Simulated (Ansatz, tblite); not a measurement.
Removing and adding an electron: Si₂Sn₅ (the lowest singlet isomer of a short search). The state is a singlet with charge 0. Geometry: PBE-D4/def2-SVP. Ansatz, gas phase; energy differences of separate SCF runs; the oxidised species was run as a doublet alone; the reduced species was run as a doublet alone.

```tsv
atom	x (Å)	y (Å)	z (Å)
Si1	0.191	0.974	0.595
Si2	-0.035	1.363	-1.832
Sn3	2.356	0.255	-0.965
Sn4	1.565	-1.193	1.625
Sn5	-0.291	-1.438	-0.960
Sn6	-1.412	-0.815	1.963
Sn7	-2.374	0.854	-0.428
```

In the def2 sets Sn takes a core potential; there is no spin–orbit coupling. The xTB rows come from tblite. The structure comes from a short search, and lower isomers may exist.

```csv
level,−HOMO (eV),vertical IE (eV),−LUMO (eV),vertical EA (eV),HOMO–LUMO gap (eV),IE − EA (eV)
GFN1-xTB,9.24,11.25,7.65,–,1.59,–
GFN2-xTB,8.42,10.72,6.86,4.54,1.56,6.18
```

Question: Estimate the rows for PBE-D4/def2-SVP, PBE0-D4/def2-SVP.

Answer: 
```
           level  −HOMO (eV)  vertical IE (eV)  −LUMO (eV)  vertical EA (eV)  HOMO–LUMO gap (eV)  IE − EA (eV)                       remarks
 PBE-D4/def2-SVP        5.03              7.04        3.38              1.55                1.65          5.48  HOMO above zero (-1 doublet)
PBE0-D4/def2-SVP        5.76              7.16        2.86              1.61                2.91          5.55                             –
```

   A HOMO above zero means that the electron is unbound at that level or that self-interaction error raises the level; the energy of removing that electron tells which. Raw xTB energy differences between charge states are shifted by several eV; the methods need an empirical correction for them. Sets without diffuse functions give affinities that are too small.
